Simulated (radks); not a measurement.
Species: the fluorine ion F2+. Configuration: [He] 2s2 2p3.

Calculated with a radial shooting solver on a logarithmic mesh with Libxc functionals: Dirac Kohn-Sham, PBEsol, spin-unpolarised, spherical densities, finite nucleus; open shells fill j = l - 1/2 first; Fermi nuclear charge, rms radius 2.8976 fm.

Energy parts (Ry):
total: -194.66911
kinetic: 194.60667
electron-nucleus: -446.81619
Hartree: 75.10872
exchange-correlation: -17.56831

Orbitals (lengths in bohr, moments of r in powers of bohr):
[
 {"orbital": "1s1/2", "occ.": "2", "eigenvalue (Ry)": "-52.03039", "<r>": "0.1765", "small-component weight": "9.86e-04"},
 {"orbital": "2s1/2", "occ.": "2", "eigenvalue (Ry)": "-4.97882", "<r>": "0.9195", "small-component weight": "1.31e-04"},
 {"orbital": "2p1/2", "occ.": "2", "eigenvalue (Ry)": "-3.59556", "<r>": "0.8957", "small-component weight": "1.17e-04"},
 {"orbital": "2p3/2", "occ.": "1", "eigenvalue (Ry)": "-3.58919", "<r>": "0.8971", "small-component weight": "1.17e-04"}
]

The highest occupied level is 2p3/2 at -48.833 eV. The electron density at the nucleus is 467.4 e/bohr^3.
